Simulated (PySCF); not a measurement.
## Antimony: a sound run and one with changed settings

Sound run: Sb²⁺ [Kr] 4d10 5s2 5p1, Sb³⁺ [Kr] 4d10 5s2. All numbers are calculated (PySCF 2.14, scalar relativity through the core potential, in def2-SVP with the def2 core potential (28 electrons) (4s4p2d, 26 functions)). The sound run starts from symmetry-adapted Hartree-Fock orbitals and uses a fine grid where one is needed.

Changed run: 6 angular points. This setting is unsound on purpose.

```json
{"species": "Sb²⁺", "method": "UHF", "sound run (hartree)": "-238.36966", "changed run (hartree)": "-238.36966", "converged": "yes"}
{"species": "Sb²⁺", "method": "r2SCAN", "sound run (hartree)": "-239.35537", "changed run (hartree)": "-240.04133", "converged": "yes"}
{"species": "Sb²⁺", "method": "PBE0", "sound run (hartree)": "-239.27773", "changed run (hartree)": "-239.53935", "converged": "yes"}
{"species": "Sb³⁺", "method": "UHF", "sound run (hartree)": "-237.48353", "changed run (hartree)": "-237.48353", "converged": "yes"}
{"species": "Sb³⁺", "method": "r2SCAN", "sound run (hartree)": "-238.44030", "changed run (hartree)": "-239.02294", "converged": "yes"}
{"species": "Sb³⁺", "method": "PBE0", "sound run (hartree)": "-238.36788", "changed run (hartree)": "-238.59329", "converged": "yes"}
```

Ionisation energy of Sb²⁺:

```
method  sound run (eV)  changed run (eV)
   UHF          24.113            24.113
r2SCAN          24.900            27.712
  PBE0          24.758            25.744
```

A coarse angular grid integrates products of high-l functions wrongly, so density functionals can shift, and the SCF can exploit the error; Hartree-Fock and MP2 need no grid.

For comparison, NIST gives 25.323 eV between the lowest levels.
